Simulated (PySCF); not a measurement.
Job file and geometry (Å, from GFN2-xTB) of an NMR shielding run on `C(C[C@H](C)N[SiH2]S)#N`, C₄H₁₀N₂SSi, PySCF, GIAO PBE0/pcSseg-1 NMR shielding, non-relativistic, gas phase; density fitting, a coarse starting grid and PySCF grid level 2 are the driver's defaults:

```
$ OMP_NUM_THREADS=1 python probes_run.py task.json out

{"job": {"kind": "nmr", "xc": "PBE0", "basis": "pcSseg-1"}, "charge": 0, "multiplicity": 1}
C     -0.771667    -1.550983    -0.569799
C     -0.462444    -0.068092    -0.378699
C     -1.634007     0.646584     0.326525
C     -2.815108     0.649463    -0.494747
N     -3.743366     0.648118    -1.161730
N      0.745245     0.145015     0.382052
Si     2.283945     0.317656    -0.351288
S      3.656431     0.656144     1.264170
H      0.055464    -2.037193    -1.081224
H     -0.916810    -2.037659     0.393590
H     -1.674807    -1.675663    -1.162350
H     -0.307512     0.394632    -1.358546
H     -1.862281     0.145760     1.272047
H     -1.352544     1.681602     0.538188
H      0.691567    -0.276468     1.300148
H      2.854350    -0.831844    -1.045481
H      2.218430     1.503068    -1.197583
H      3.026356     1.696178     1.786438
```

Q: What does the program print?

A: 
```
coarse grid: 15920 points
cycle   1  E = -954.8987722196  dE =  8.841e-01  |g| = 5.667e-01  |ddm| = 3.852e+00
cycle   2  E = -954.7665098263  dE =  1.323e-01  |g| = 9.792e-01  |ddm| = 1.365e+00
cycle   3  E = -954.9695772031  dE = -2.031e-01  |g| = 2.030e-01  |ddm| = 8.626e-01
cycle   4  E = -954.9782866866  dE = -8.709e-03  |g| = 5.023e-02  |ddm| = 1.740e-01
cycle   5  E = -954.9787556721  dE = -4.690e-04  |g| = 1.814e-02  |ddm| = 5.839e-02
cycle   6  E = -954.9788296765  dE = -7.400e-05  |g| = 3.563e-03  |ddm| = 2.134e-02
cycle   7  E = -954.9788321970  dE = -2.521e-06  |g| = 9.319e-04  |ddm| = 4.222e-03
final grid: 144208 points
cycle   8  E = -955.0245145157  dE = -3.601e-05  |g| = 7.939e-03  |ddm| = 3.075e-02
cycle   9  E = -955.0245077108  dE =  6.805e-06  |g| = 9.527e-03  |ddm| = 1.706e-02
cycle  10  E = -955.0245296514  dE = -2.194e-05  |g| = 1.172e-03  |ddm| = 9.875e-03
cycle  11  E = -955.0245299312  dE = -2.797e-07  |g| = 3.575e-04  |ddm| = 1.299e-03
cycle  12  E = -955.0245299504  dE = -1.918e-08  |g| = 1.875e-04  |ddm| = 3.147e-04
cycle  13  E = -955.0245299576  dE = -7.250e-09  |g| = 4.280e-05  |ddm| = 1.478e-04
cycle  14  E = -955.0245299580  dE = -3.815e-10  |g| = 9.994e-06  |ddm| = 4.212e-05
converged SCF energy = -955.0245299580

GIAO shielding tensors (ppm)
atom      isotropic    diamagn.    paramagn.     s11        s22        s33       span
  0 C      160.199     248.922     -88.723    145.886    149.804    184.906     39.020
  1 C      136.180     243.197    -107.017    114.699    136.658    157.184     42.485
  2 C      157.180     248.122     -90.942    136.356    153.673    181.512     45.157
  3 C       64.230     259.651    -195.422    -52.474    -48.175    293.338    345.812
  4 N      -34.138     339.729    -373.866   -200.389   -197.701    295.677    496.066
  5 N      203.858     326.269    -122.411    163.627    190.462    257.485     93.858
  6 Si     379.733     880.377    -500.645    333.955    370.001    435.242    101.287
  7 S      737.987    1057.092    -319.104    634.861    705.329    873.772    238.911
  8 H       30.186      31.113      -0.927     25.894     28.848     35.815      9.921
  9 H       30.955      31.245      -0.290     28.436     28.721     35.708      7.271
 10 H       29.740      30.881      -1.141     24.719     28.526     35.976     11.257
 11 H       28.751      33.393      -4.642     25.104     29.479     31.671      6.568
 12 H       29.790      29.494       0.296     25.974     30.009     33.388      7.413
 13 H       29.164      29.263      -0.100     24.126     29.438     33.927      9.801
 14 H       31.700      36.238      -4.539     23.580     33.087     38.432     14.852
 15 H       26.480      29.047      -2.568     22.054     25.353     32.032      9.978
 16 H       26.452      30.056      -3.604     22.302     25.544     31.512      9.210
 17 H       31.345      31.449      -0.104     23.407     28.304     42.323     18.916
```

Size and cost of the density-fitted run: 200 basis functions, 66 s wall time on 1 thread of an Arm Neoverse N1, shared host; peak memory 0.89 GiB.
